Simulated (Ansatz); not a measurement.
Program: Ansatz. Geometries: PBE0-D4/def2-TZVP. ΔE: electronic, gas phase. CCSD(T)/CBS is the MP2 limit (def2-TZVPP, def2-QZVPP) plus CCSD(T) − MP2 in def2-TZVPP, frozen cores. Functionals use def2-TZVPP. B3LYP here is the variant with VWN-RPA as its local correlation; programs differ in this. One conformer a species, not always the lowest.

`CC1=CC(C)=[O+][B-](C)(C)O1` + `OB(O)Cl` → `CC1=CC(C)=[O+][B-](O)(Cl)O1` + `CB(C)O`  (substitution at a C–O bond)

`CC1=CC(C)=[O+][B-](C)(C)O1`:

Cartesian coordinates in Å:
```
C 0.413 2.943 0.079
C 0.115 1.489 -0.025
C -0.601 0.958 -1.093
C -1.053 -0.355 -0.997
C -2.035 -0.923 -1.960
O -0.689 -1.132 -0.058
B 0.508 -0.776 0.860
C 1.854 -1.243 0.131
C 0.215 -1.355 2.311
O 0.517 0.772 0.947
H 0.024 3.323 1.026
H -0.013 3.508 -0.747
H 1.497 3.083 0.098
H -0.940 1.595 -1.895
H -2.354 -0.191 -2.700
H -2.903 -1.295 -1.412
H -1.584 -1.780 -2.466
H 2.733 -0.973 0.724
H 1.983 -0.800 -0.864
H 1.872 -2.331 0.008
H 1.014 -1.089 3.010
H 0.154 -2.448 2.293
H -0.725 -0.980 2.728
```

`OB(O)Cl`:

```xyz
6

O    -0.706   -0.335    0.821
B     0.241    0.045   -0.073
O    -0.096    0.434   -1.320
Cl    1.956    0.045    0.364
H    -0.348   -0.590    1.673
H    -1.047    0.402   -1.464
```

`CC1=CC(C)=[O+][B-](O)(Cl)O1`:

```xyz
18

C     1.783   -0.249   -1.989
C     0.908   -0.005   -0.816
C    -0.446   -0.312   -0.813
C    -1.130   -0.242    0.393
C    -2.514   -0.749    0.562
O    -0.588    0.241    1.448
B     0.689    1.062    1.369
O     1.399    1.030    2.558
Cl    0.209    2.781    0.897
O     1.490    0.483    0.214
H     1.266   -0.787   -2.782
H     2.669   -0.804   -1.676
H     2.128    0.717   -2.369
H    -0.919   -0.726   -1.690
H    -3.169    0.100    0.778
H    -2.872   -1.267   -0.326
H    -2.557   -1.415    1.427
H     1.654    0.142    2.814
```

`CB(C)O`:

Cartesian coordinates in Å:
```
C -0.726 0.870 -0.973
B 0.354 0.084 -0.149
C -0.033 -0.850 1.060
O 1.655 0.246 -0.526
H -0.292 1.624 -1.631
H -1.290 0.166 -1.597
H -1.466 1.347 -0.323
H 0.780 -1.486 1.423
H -0.363 -0.230 1.902
H -0.884 -1.492 0.815
H 2.264 -0.278 0.001
```

```tsv
level	ΔE (kJ/mol)	difference from CCSD(T)/CBS
revPBE-D4	18.8	2.8
BLYP-D4	16.7	0.7
B3LYP-D4	15.6	-0.4
BHLYP-D4	13.5	-2.5
revPBE	14.4	-1.6
BLYP	13.6	-2.4
r2SCAN	14.0	-2.0
r2SCANh	13.8	-2.2
CAM-B3LYP	13.4	-2.6
HF/def2-SVP	10.4	-5.6
HF/def2-TZVPP	9.2	-6.8
HF/def2-QZVPP	9.1	-6.9
SCS-MP2/def2-QZVPP	18.9	2.9
HF/CBS(def2)	9.1	-6.9
MP2/CBS(def2)	18.3	2.3
CCSD/CBS(def2)	14.9	-1.1
CCSD(T)/CBS	16.0	0
```

Largest T1 diagnostic among the species: 0.016.

Leaving LDA and LC-ωPBE aside and taking each functional with its dispersion term where it has one, the values spread over 5.4 kJ/mol, from BHLYP-D4 to revPBE-D4. At CCSD(T), def2-SVP lies +9.8 kJ/mol from the extrapolated value and def2-TZVPP +2.7 kJ/mol. In def2-TZVPP, CCSD(T) changes the Hartree–Fock value by +9.4 kJ/mol (the triples alone add +1.0 kJ/mol) and MP2 by +11.7 kJ/mol.

CCSD(T)/CBS has its own doubt, a few kJ/mol and more with outer-core shells, so smaller differences from it don't rank the levels.
